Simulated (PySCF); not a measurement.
Coordinates in bohr (charge 1 multiplicity 1):
```
I     0.0000    0.0000    0.0000
H     0.0000    0.0000    3.2233
H     0.0000    0.0000   -3.2233
H     3.2233    0.0000    0.0000
H     0.0000    3.2233    0.0000
H    -3.2233    0.0000    0.0000
H     0.0000   -3.2233    0.0000
```

Method: PBE0 in PySCF with I def2-TZVP with ECP28, H def2-TZVP; scalar-relativistic core potentials, no spin–orbit coupling; density-fitted integrals.

This geometry of IH₆⁺ is a stationary point at this level.

(1) What is the point group?

(2) Is it a minimum?

(3) List the harmonic modes with their infrared intensities.

(4) What are the dipole moment and the gap between the highest occupied and lowest empty levels?

Results:

(1) Oh.

(2) Yes: all harmonic wavenumbers are real.

(3) 
| symmetry | ω (cm⁻¹) | IR (km/mol, summed over degenerate members) |
| --- | --- | --- |
| t2u | 944 | 0.0 |
| t1u | 978 | 153 |
| t2g | 1067 | 0.0 |
| t1u | 1894 | 332 |
| eg | 1931 | 0.0 |
| a1g | 1978 | 0.0 |

(4) 0.00 D about the centre of mass and 5.75 eV.

Only a few start shapes were tried, so a lower isomer may exist.
